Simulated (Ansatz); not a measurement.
Worked example: the barrier

An elementary step of SiN$_{2}$H$_{6}$O, closed shell (SiN₂H₆O ([NH2][Si]([NH3])[OH]) → SiN₂H₄ ([NH2][Si][NH2]) + H₂O; bonds formed: O2–H3; dative contacts that become bonds: Si1–N5; bonds broken: Si1–O2, H3–N5). “Start” is the structure reached by relaxing down from the saddle towards the reactants; PBE0-D4/def2-TZVP structures. The saddle:

Si1  (0.375, 0.270, -0.960)
O2  (-0.425, -1.449, -0.413)
H3  (-1.086, -0.638, 0.091)
N4  (1.611, 0.357, 0.252)
N5  (-1.059, 0.712, 0.194)
H6  (-0.863, -1.915, -1.131)
H7  (2.569, 0.307, -0.056)
H8  (1.520, -0.019, 1.186)
H9  (-1.825, 1.216, -0.232)
H10  (-0.817, 1.161, 1.069)
(Å)

Ansatz 0.2.0; basis: def2-TZVPP and def2-QZVPP; cores frozen in the correlated methods.

Energies in eV:

| quantity | saddle | start |
| --- | --- | --- |
| Hartree–Fock, triple zeta (X = 3) | -12960.40618 | -12961.87163 |
| Hartree–Fock, quadruple zeta (X = 4) | -12960.89880 | -12962.38514 |
| MP2 correlation, X = 3 | -22.31594 | -21.85552 |
| MP2 correlation, X = 4 | -23.97684 | -23.51916 |
| CCSD(T) correlation, X = 3 | -23.91393 | -23.50433 |

Problem. Work out the barrier at the basis limit: extrapolate Hartree–Fock as E(X) = E∞ + A exp(−7.88 √X) and the MP2 correlation as E(X) = E∞ + B X^−2.97 (the exponents that Neese and Valeev fitted for def2-TZVPP and QZVPP), then add CCSD(T) − MP2 in triple zeta.

Solution. Each step is linear, so take the differences first (saddle − start): Hartree–Fock 1.46545 (X = 3) and 1.48634 (X = 4); MP2 correlation -0.46042 and -0.45768; CCSD(T) correlation -0.40960.
Two points give E∞ = E(4) + w [E(4) − E(3)], with w = 1/(exp(7.88 (2 − √3)) − 1) = 0.1377 for Hartree–Fock and w = 1/((4/3)^2.97 − 1) = 0.7407 for the correlation.
Hartree–Fock: 1.48634 + 0.1377 × 0.02089 = 1.4892 eV.
MP2 correlation: -0.45768 + 0.7407 × 0.00274 = -0.4557 eV.
CCSD(T) − MP2: -0.40960 − (-0.46042) = 0.0508 eV.
Sum: 1.4892 + (-0.4557) + 0.0508 = 1.0843 eV, or 25.00 kcal/mol. Plain CCSD(T) in triple zeta gives 1.0558 eV, so the larger basis shifts the result by 0.0285 eV.

T1 diagnostic: at most 0.013.

Labels in which every atom is bracketed show which atoms are joined, not bond orders.

For scale, one of the runs: CCSD(T)/def2-TZVPP, 219 basis functions, launched by `ansatz run in.yaml --threads 4 --pin off --events-out ev --progress --plain --max-ram 9574MiB`. The run took 55 s on 4 CPU threads of an Arm Neoverse V2 (shared host), with 3.4 GiB of host memory at its peak.
